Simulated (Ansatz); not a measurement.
Computed with Ansatz on PBE0-D4/def2-TZVP structures; ΔE is electronic, products minus reactants. CCSD(T)/CBS adds triple-zeta CCSD(T) − MP2 to the extrapolated MP2 energy (def2 sets, frozen cores). This one scheme is used for every species. DFT in def2-TZVPP. For Ge outer-core shells are correlated without core-valence functions, which leaves a few kJ/mol of doubt a bond. Scalar relativity is left out up to krypton. Each species was taken in one conformer, which may not be the lowest.

Consider the redistribution: `C[NH][Al]([F])[F]` + `C=C[CH2][GeH3]` → `C=C[CH2][Al]([F])[F]` + `C[NH][GeH3]`.

```json
{"level": "r2SCAN-D4", "ΔE (kcal/mol)": "16.4", "difference from CCSD(T)/CBS": "-2.5"}
{"level": "r2SCANh-D4", "ΔE (kcal/mol)": "16.7", "difference from CCSD(T)/CBS": "-2.2"}
{"level": "BHLYP-D4", "ΔE (kcal/mol)": "19.5", "difference from CCSD(T)/CBS": "0.6"}
{"level": "revPBE", "ΔE (kcal/mol)": "17.0", "difference from CCSD(T)/CBS": "-1.9"}
{"level": "r2SCAN", "ΔE (kcal/mol)": "16.4", "difference from CCSD(T)/CBS": "-2.5"}
{"level": "r2SCANh", "ΔE (kcal/mol)": "16.7", "difference from CCSD(T)/CBS": "-2.2"}
{"level": "BHLYP", "ΔE (kcal/mol)": "19.7", "difference from CCSD(T)/CBS": "0.8"}
{"level": "MP2/def2-SVP", "ΔE (kcal/mol)": "18.0", "difference from CCSD(T)/CBS": "-0.9"}
{"level": "SCS-MP2/def2-QZVPP", "ΔE (kcal/mol)": "19.5", "difference from CCSD(T)/CBS": "0.6"}
{"level": "HF/CBS(def2)", "ΔE (kcal/mol)": "20.7", "difference from CCSD(T)/CBS": "1.8"}
{"level": "CCSD(T)/CBS", "ΔE (kcal/mol)": "18.9", "difference from CCSD(T)/CBS": "0"}
```

Task: What do rigid-rotor, harmonic-oscillator terms from PBE0-D4/def2-TZVP frequencies (298.15 K, 1 bar) make of the CCSD(T)/CBS value? (Estimate.)

Result: Computed: ΔZPE = -0.6 kcal/mol, ΔH = +18.4 kcal/mol, ΔS = -2 J/(mol·K), ΔG = +18.5 kcal/mol.

Largest T1 diagnostic among the species: 0.012.

In def2-TZVPP, CCSD(T) changes the Hartree–Fock value by −1.9 kcal/mol (the triples alone add −0.7 kcal/mol) and MP2 by −1.8 kcal/mol. Leaving LDA and LC-ωPBE aside and taking each functional with its dispersion term where it has one, the values, not all of them listed here, spread over 3.2 kcal/mol, from PBE-D4 to BHLYP-D4. LDA lies −1.3 kcal/mol from PBE without D4.
